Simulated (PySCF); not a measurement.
Choosing a molecule for a target property.

All species are isolated and taken at one optimised geometry, non-relativistic unless stated; the electronic structure was computed with PySCF and density fitting.

The conformers computed, where there is a choice (atom-mapped SMILES and torsion angles):
- `[CH3:1][O:2][SiH2:3][C:4]([CH3:5])([CH3:6])[F:7]`: C1–O2–Si3–C4 178°, O2–Si3–C4–C5 168°
- `[CH3:1]/[CH:2]=[C:3](/[O:4][CH3:5])[C:6](=[O:7])[F:8]`: C2–C3–O4–C5 0°, C2–C3–C6–O7 0°

The conformers of `O=C1CCC[C@@H](F)O1`, `O=C1CCOC[C@@H]1F` and `[SiH3]S[C@@H]1CS[SiH2]S1` aren't listed.

Question: Wanted: lowest singlet excitation below 4.6 eV (TDDFT PBE0/def2-SVPD) and HOMO–LUMO gap below 8 eV (PBE0/def2-SVPD), at GFN2-xTB geometries. Which candidate meets both?
A. `O=C(/C(=C\C)OC)F`
B. `CO[SiH2]C(C)(C)F`
C. `O=C1CCC[C@@H](F)O1`
D. `O=C1CCOC[C@@H]1F`

Answer: D. Computed values:
```
           species  lowest singlet excitation  HOMO–LUMO gap
  O=C1CCOC[C@@H]1F                    4.33 eV        6.57 eV
  O=C(/C(=C\C)OC)F                    4.91 eV        5.49 eV
O=C1CCC[C@@H](F)O1                    5.66 eV        7.92 eV
  CO[SiH2]C(C)(C)F                    7.08 eV        8.28 eV
```

Question: Wanted: HOMO energy above -7.8 eV (PBE0/def2-SVPD) and lowest triplet excitation (Tamm–Dancoff) below 3.4 eV (TDA PBE0/def2-SVPD), at GFN2-xTB geometries. Which candidate meets both?
A. `[SiH3]S[C@@H]1CS[SiH2]S1`
B. `CO[SiH2]C(C)(C)F`
C. `O=C1CCOC[C@@H]1F`
D. `O=C1CCC[C@@H](F)O1`
E. `CO/C(=C/C)C(F)=O`

Answer: E. Computed values:
```csv
species,HOMO energy,lowest triplet excitation (Tamm–Dancoff)
O=C1CCC[C@@H](F)O1,-8.10 eV,5.08 eV
CO[SiH2]C(C)(C)F,-7.96 eV,6.72 eV
O=C1CCOC[C@@H]1F,-7.61 eV,3.74 eV
CO/C(=C/C)C(F)=O,-7.21 eV,3.05 eV
[SiH3]S[C@@H]1CS[SiH2]S1,-7.08 eV,4.64 eV
```
